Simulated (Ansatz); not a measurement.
`[CH3][W]([F])(=[S])=[S]` + `CNC` → `C[N](C)[W]([CH3])(=[S])=[S]` + H–F  (ligand exchange at a W–F bond)

Gas-phase electronic energies from Ansatz, PBE0-D4/def2-TZVP geometries. CCSD(T)/CBS adds triple-zeta CCSD(T) − MP2 to the extrapolated MP2 energy (def2 sets, frozen cores). This one scheme is used for every species. Functionals use def2-TZVPP. def2 core potentials past Kr. For W outer-core shells are correlated without core-valence functions, which leaves a few kJ/mol of doubt a bond. Each species was taken in one conformer, which may not be the lowest.

| level | ΔE (kcal/mol) |
| --- | --- |
| LDA (SPW92) | 3.1 |
| CAM-B3LYP-D4 | 6.2 |
| ωB97M-V | 5.4 |
| BHLYP | 9.1 |

(1) What does CCSD(T)/CBS give? (Estimate.)

(2) What do rigid-rotor, harmonic-oscillator terms from PBE0-D4/def2-TZVP frequencies (298.15 K, 1 bar) make of the CCSD(T)/CBS value? (An estimate is asked.)

Largest T1 diagnostic among the species: 0.022, so the coupled-cluster value is less sure than usual.

Results:

(1) Computed: -0.2 kcal/mol. The listed levels differ from it by 3.3, 6.4, 5.6, 9.3 kcal/mol.

(2) The calculation gave: ΔZPE = -1.7 kcal/mol, ΔH = -0.9 kcal/mol, ΔS = -25 J/(mol·K), ΔG = +0.9 kcal/mol.

From PBE to PBE0 (25 % exact exchange), in def2-TZVPP and without D4, ΔE moves by −1.2 kcal/mol. The D4 term adds −5.4 kcal/mol with B3LYP and −3.2 kcal/mol with PBE0; it sums over pairs of atoms, weighted by their polarisabilities, and B3LYP, whose exchange is more repulsive, gets the larger term.

B3LYP here is the variant with VWN-RPA as its local correlation; programs differ in this.
